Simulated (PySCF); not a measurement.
Species: CH6OSeSi.
Numbering: `[CH3:1][O:2][SiH2:3][SeH:4]` (hydrogens: H5, H6, H7 on C1; H8, H9 on Si3; H10 on Se4)

A GFN2-xTB structure was refined with PBE0-D3(BJ)/def2-SVP geometry optimisation, gas phase (PySCF). Its GFN2-xTB values:

```tsv
coordinate	GFN2-xTB
C1–O2	1.371 Å
C1–H5	1.123 Å
O2–Si3	1.609 Å
Si3–Se4	2.310 Å
Si3–H8	1.459 Å
Se4–H10	1.442 Å
C1–O2–Si3	127.3°
O2–Si3–Se4	100.4°
O2–Si3–H8	113.8°
O2–Si3–H9	112.9°
Si3–Se4–H10	94.1°
Se4–Si3–H8	108.8°
Se4–Si3–H9	109.2°
H5–C1–H6	106.2°
C1–O2–Si3–Se4	179°
```

**Question.** How do these coordinates change at the PBE0-D3(BJ)/def2-SVP level?

**Answer.** 
```csv
coordinate,PBE0-D3(BJ)/def2-SVP (Å or °),change
O2–Si3,1.661,+0.052
Si3–Se4,2.265,-0.045
Si3–H8,1.493,+0.034
C1–O2,1.401,+0.030
Se4–H10,1.471,+0.029
C1–H5,1.105,-0.018
O2–Si3–Se4,109.8,+9.4
O2–Si3–H9,108.5,-4.4
Se4–Si3–H8,104.9,-3.9
C1–O2–Si3,124.4,-2.9
Se4–Si3–H9,111.3,+2.1
H5–C1–H6,108.0,+1.8
O2–Si3–H8,112.3,-1.5
Si3–Se4–H10,92.7,-1.4
C1–O2–Si3–Se4,166,-13
```

The energy falls by 5.7 kcal/mol over 17 energy and gradient evaluations, the largest force component goes from 0.0368 to 2.8e-04 Eh/bohr, and the atoms move by 0.422 Å rms after alignment. The bond that changes most is O2–Si3 (silyl ether oxygen to oxygen-bound silicon), which lengthens by 0.052 Å. Bonds longer at the end by more than 0.005 Å: 7 of 9; shorter: 2. Among the dihedrals that turn most is H8–Si3–Se4–H10, from -122° to 172°. Rotational constants go from 11839, 1408, 1288 to 14024, 1294, 1224 MHz.

The run used 108 basis functions and 109 SCF cycles in all. Time: 59 s wall; peak memory 0.45 GiB. Hardware: Arm Neoverse V2, one thread, shared host with 96 logical CPUs at a one-minute load of 30.

No frequency check. One conformer, not necessarily the lowest.
